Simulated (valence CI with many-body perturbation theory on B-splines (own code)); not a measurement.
# E1 line list for Kr³¹⁺

Computed by configuration interaction combined with many-body perturbation theory (CI+MBPT): three valence electrons over a frozen Dirac-Fock core [He], radial functions for each j: 11 s, 11 p, 10 d, 8 f, 5 g, 2 h, with the one-electron correlation potential Σ1 (screened to all orders), the two-electron term Σ2, the three-electron term Σ3, Breit, model QED; selected single and double excitations, second order for the rest, scaled by the run's own slope (own B-spline code, finite nucleus).

The last digits are not significant, and no measured levels were compared; by estimate large intervals hold to a few tenths of a per cent, small ones and those within an open d or f shell to about a per cent.

Lines 51 to 100 of 593 in falling wavelength, among levels below 3066.8 eV, chosen from the strongest by gf and those to the six lowest levels. Wavelengths and rates use the calculated energies. Electric multipoles are in the length gauge, E1 and E2 with the static RPA response of the core. Weak lines are less certain than strong ones. Lines between different terms over intervals too small for the method are left out, as are lines whose strength nearly cancels. The highest levels of a list are the least certain.

Levels are named by their leading jj configuration (3d3/2^4 stands for four electrons in 3d with j = 3/2), which in mixed levels can hold well under half, so a name can repeat and another be missing. Letters in brackets count levels of one name in rising energy.

| λ vac (nm) | Upper | Lower | A (s⁻¹) | log gf | Branch % |
| --- | --- | --- | --- | --- | --- |
| 58.26 | (2s 2p3/2 4p3/2) J=3/2 [b] | (2s 2p3/2 4s) J=1/2 | 8.94e+08 | -0.74 | 0.0 |
| 58.22 | (2s 2p1/2 4p3/2) J=5/2 | (2s 2p1/2 4s) J=3/2 | 1.69e+09 | -0.29 | 0.0 |
| 57.30 | (2s 2p3/2 4p3/2) J=1/2 [a] | (2s 2p3/2 4s) J=3/2 [a] | 1.77e+09 | -0.76 | 0.0 |
| 55.05 | (2s 2p3/2 4p3/2) J=1/2 [b] | (2s 2p3/2 4s) J=1/2 | 1.44e+09 | -0.88 | 0.0 |
| 54.80 | (2s 2p1/2 4p3/2) J=3/2 [b] | (2s 2p1/2 4s) J=3/2 | 6.97e+08 | -0.90 | 0.0 |
| 54.26 | (2s 2p3/2 4d5/2) J=7/2 [a] | (2s 2p3/2 4p1/2) J=5/2 | 3.84e+08 | -0.87 | 0.0 |
| 52.01 | (2s 2p3/2 4p3/2) J=5/2 [a] | (2s 2p3/2 4s) J=5/2 | 9.02e+08 | -0.66 | 0.0 |
| 42.87 | (2p3/2^2 3d5/2) J=7/2 | (2p3/2^2 3p3/2) J=5/2 | 8.05e+08 | -0.75 | 0.0 |
| 42.80 | (2p1/2 2p3/2 3d5/2) J=9/2 | (2p1/2 2p3/2 3p3/2) J=7/2 | 1.11e+09 | -0.52 | 1.0 |
| 42.56 | (2s 2p3/2 3d5/2) J=9/2 | (2s 2p3/2 3p3/2) J=7/2 | 9.54e+08 | -0.59 | 77.7 |
| 42.50 | (2p1/2 2p3/2 3d5/2) J=7/2 [a] | (2p1/2 2p3/2 3p3/2) J=5/2 [a] | 9.17e+08 | -0.70 | 0.0 |
| 41.71 | (2p3/2^2 3d5/2) J=9/2 | (2p3/2^2 3p3/2) J=7/2 | 1.16e+09 | -0.52 | 0.9 |
| 40.70 | (2s 2p1/2 3d5/2) J=7/2 | (2s 2p1/2 3p3/2) J=5/2 | 1.08e+09 | -0.67 | 0.0 |
| 39.86 | (2p3/2^2 3d5/2) J=5/2 [b] | (2p3/2^2 3p3/2) J=3/2 [b] | 1.30e+09 | -0.73 | 0.0 |
| 39.42 | (2p1/2 2p3/2 3d5/2) J=5/2 [a] | (2p1/2 2p3/2 3p3/2) J=3/2 [a] | 9.55e+08 | -0.87 | 0.0 |
| 38.99 | (2p1/2^2 3d5/2) J=5/2 | (2p1/2^2 3p3/2) J=3/2 | 1.41e+09 | -0.72 | 0.0 |
| 38.95 | (2p1/2 2p3/2 3d5/2) J=7/2 [b] | (2p1/2 2p3/2 3p3/2) J=5/2 [b] | 1.27e+09 | -0.64 | 0.0 |
| 38.50 | (2s 2p3/2 3d5/2) J=7/2 [b] | (2s 2p3/2 3p3/2) J=5/2 [b] | 1.15e+09 | -0.69 | 0.0 |
| 35.92 | (2s 2p3/2 3d5/2) J=5/2 [b] | (2s 2p3/2 3p3/2) J=3/2 [b] | 1.14e+09 | -0.88 | 0.0 |
| 35.76 | (2s 2p1/2 3d5/2) J=5/2 [a] | (2s 2p1/2 3p3/2) J=3/2 [a] | 1.02e+09 | -0.93 | 0.0 |
| 35.69 | (2p3/2^2 3p1/2) J=3/2 | (2p3/2^2 3s) J=5/2 | 1.69e+09 | -0.89 | 0.0 |
| 35.53 | (2s^2 3d5/2) J=5/2 | (2s^2 3p3/2) J=3/2 | 1.46e+09 | -0.78 | 0.0 |
| 33.64 | (2p1/2 2p3/2 3d5/2) J=5/2 [b] | (2p1/2 2p3/2 3p3/2) J=3/2 [b] | 1.59e+09 | -0.79 | 0.0 |
| 33.44 | (2s 2p1/2 3d5/2) J=5/2 [b] | (2s 2p1/2 3p3/2) J=3/2 [b] | 1.70e+09 | -0.77 | 0.0 |
| 33.23 | (2s 2p3/2 3d5/2) J=5/2 [a] | (2s 2p3/2 3p3/2) J=3/2 [a] | 1.19e+09 | -0.93 | 0.0 |
| 33.05 | (2p3/2^2 3p3/2) J=5/2 | (2p3/2^2 3s) J=3/2 | 1.27e+09 | -0.91 | 0.0 |
| 32.95 | (2s 2p3/2 3p1/2) J=3/2 [a] | (2s 2p3/2 3s) J=5/2 | 1.79e+09 | -0.93 | 0.0 |
| 32.94 | (2p3/2^2 3p1/2) J=5/2 | (2p3/2^2 3s) J=5/2 | 1.49e+09 | -0.84 | 0.0 |
| 32.30 | (2s 2p3/2 3d5/2) J=7/2 [a] | (2s 2p3/2 3p3/2) J=5/2 [a] | 1.65e+09 | -0.69 | 0.0 |
| 31.21 | (2s 2p3/2 3d3/2) J=7/2 | (2s 2p3/2 3p1/2) J=5/2 | 1.31e+09 | -0.82 | 0.0 |
| 30.77 | (2s 2p3/2 3p1/2) J=5/2 | (2s 2p3/2 3s) J=5/2 | 1.98e+09 | -0.77 | 0.0 |
| 30.13 | (2p1/2 2p3/2 3d3/2) J=5/2 [a] | (2p1/2 2p3/2 3p1/2) J=3/2 [a] | 1.98e+09 | -0.79 | 0.0 |
| 29.78 | (2p1/2 2p3/2 3d3/2) J=7/2 | (2p1/2 2p3/2 3p1/2) J=5/2 | 2.06e+09 | -0.66 | 1.3 |
| 29.72 | (2p1/2 2p3/2 3p1/2) J=3/2 [b] | (2p1/2 2p3/2 3s) J=5/2 | 2.92e+09 | -0.81 | 0.0 |
| 29.56 | (2s 2p1/2 3d3/2) J=5/2 | (2s 2p1/2 3p1/2) J=3/2 | 1.67e+09 | -0.88 | 0.0 |
| 29.08 | (2p3/2^2 3d3/2) J=7/2 | (2p3/2^2 3p1/2) J=5/2 | 2.79e+09 | -0.55 | 0.0 |
| 28.60 | (2p1/2 2p3/2 3p3/2) J=7/2 | (2p1/2 2p3/2 3s) J=5/2 | 4.65e+09 | -0.34 | 0.0 |
| 28.57 | (2s 2p3/2 3d3/2) J=5/2 [b] | (2s 2p3/2 3p1/2) J=3/2 [b] | 1.97e+09 | -0.84 | 0.0 |
| 28.52 | (2p1/2^2 3d3/2) J=3/2 | (2p1/2^2 3p1/2) J=1/2 | 3.00e+09 | -0.84 | 0.0 |
| 28.51 | (2p3/2^2 3p3/2) J=5/2 | (2p3/2^2 3s) J=5/2 | 1.72e+09 | -0.90 | 0.0 |
| 28.24 | (2s 2p1/2 3p3/2) J=3/2 [b] | (2s 2p1/2 3s) J=1/2 [b] | 2.34e+09 | -0.95 | 0.0 |
| 28.21 | (2p1/2 2p3/2 3p3/2) J=5/2 [a] | (2p1/2 2p3/2 3s) J=3/2 [a] | 3.76e+09 | -0.57 | 0.0 |
| 28.15 | (2s 2p1/2 3d3/2) J=3/2 [a] | (2s 2p1/2 3p1/2) J=1/2 [a] | 2.43e+09 | -0.94 | 0.0 |
| 27.91 | (2p3/2^2 3d3/2) J=3/2 [b] | (2p3/2^2 3p1/2) J=1/2 | 3.20e+09 | -0.83 | 0.0 |
| 27.77 | (2p3/2^2 3p3/2) J=7/2 | (2p3/2^2 3s) J=5/2 | 4.58e+09 | -0.37 | 0.0 |
| 27.38 | (2s 2p3/2 3p3/2) J=5/2 [b] | (2s 2p3/2 3s) J=3/2 [b] | 3.22e+09 | -0.66 | 0.0 |
| 26.95 | (2p3/2^2 3p3/2) J=3/2 [b] | (2p3/2^2 3s) J=1/2 | 4.41e+09 | -0.72 | 0.0 |
| 26.68 | (2p1/2^2 3p3/2) J=3/2 | (2p1/2^2 3s) J=1/2 | 4.26e+09 | -0.74 | 0.0 |
| 26.57 | (2s^2 3d3/2) J=3/2 | (2s^2 3p1/2) J=1/2 | 2.78e+09 | -0.93 | 0.0 |
| 26.05 | (2s 2p3/2 3p3/2) J=5/2 [a] | (2s 2p3/2 3s) J=3/2 [a] | 2.94e+09 | -0.75 | 0.0 |
